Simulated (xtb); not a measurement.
ClGeH6NSi, SMILES [SiH2](Cl)[NH][GeH3]. All values are semi-empirical tight-binding results from xtb (GFN2-xTB unless named), good for trends rather than for accurate numbers. The structure is a stationary point at GFN2-xTB. This is a generated structure with no PubChem entry under its InChIKey; it may be hypothetical. Other conformers were not sampled.

Optimised geometry:

```xyz
10

Si    -0.8843     1.5371     0.0000
Cl     1.1274     1.5964     0.0000
N     -1.1588    -0.1591     0.0000
Ge     0.1505    -1.4393     0.0000
H     -1.3754     2.1750     1.2193
H     -1.3754     2.1750    -1.2193
H     -2.1129    -0.4776     0.0000
H     -0.5962    -2.7379     0.0000
H      0.9856    -1.3106    -1.2322
H      0.9856    -1.3106     1.2322
```
Charge 0, spin multiplicity 1.

For metal compounds this method's bond lengths and energies can be far off.

Q: Estimate the properties. (An estimate is asked for; the answer gives what the named calculation found.)

A: 
```json
{
 "point_group_as_xtb_finds_it": "Cs",
 "orbital_gap": "5.18 eV",
 "zero_point_energy": "34.6 kcal/mol",
 "G − E(el) at 298.15 K (modified RRHO)": "14.0 kcal/mol"
}
```

Computed atomic charges and the Wiberg bond orders between heavy atoms:
charges (e) Si1 0.52, Cl2 -0.25, N3 -0.39, Ge4 0.16, H5 -0.07, H6 -0.07, H7 0.15, H8 -0.03, H9 -0.01, H10 -0.01. Bond orders Si1–Cl2 1.04, Si1–N3 1.12, N3–Ge4 1.01.
